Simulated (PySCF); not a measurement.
Molecule: SMILES [C@@H]1(F)C[SiH2]O[SiH2]1, C2H7FOSi2.

Bonds (- single, = double, # triple, : aromatic): F1-C2, C2-C3, C3-Si4, Si4-O5, O5-Si6, Si6-C2. C2 carries H7; C3 carries H8, H9; Si4 carries H10, H11; Si6 carries H12, H13. Stereochemistry as in F[C@@H]1C[SiH2]O[SiH2]1. H8, H10, H13 are cis to F1 on the ring; H9, H11, H12 are trans to F1 on the ring.

Frames of a GFN2-xTB Langevin trajectory at 400 K; GIAO PBE0/pcSseg-1 shieldings in PySCF, gas phase, non-relativistic; equivalent atoms averaged within each frame.

Chemical shifts δ = σref − σ; $^{19}$F (σ = 170.95 ppm) vs CFCl3; TMS for $^{13}$C (σ = 186.93 ppm), $^{29}$Si (σ = 349.16 ppm), $^{1}$H (σ = 31.72 ppm); $^{17}$O (σ = 336.08 ppm) vs H2O, all at this level. The references are static minima.

Task: How do the shifts (ppm) fluctuate along the trajectory?

Result: 
```csv
time (fs),F1,C2,C3,Si4,Si6,O5,H7,H10,H12,H13
optimised geometry,-248.5,91.1,21.0,-5.2,-12.5,31.1,5.60,5.33,5.02,5.02
250,-236.0,100.0,19.6,10.0,-9.4,26.0,6.26,5.86,5.49,5.25
425,-226.5,97.3,34.1,1.6,-7.6,37.3,5.45,5.88,4.98,5.48
625,-209.5,93.2,33.7,-2.3,-2.2,24.1,5.78,5.28,5.06,3.87
800,-211.0,101.2,10.2,1.8,-6.8,34.1,5.95,5.89,5.41,4.53
1000,-218.8,99.4,29.3,-4.0,-4.5,38.4,5.76,5.54,4.98,4.75
mean of frames,-220.3,98.2,25.4,1.4,-6.1,32.0,5.84,5.69,5.18,4.78
standard deviation,11.1,3.1,10.3,5.4,2.8,6.5,0.30,0.27,0.24,0.63
```

5 frames give an uncertainty of the mean of about the standard deviation over 2.2 at best, since frames this close in time may not be independent; classical motion lacks zero-point vibration, and the reference would need the same averaging.
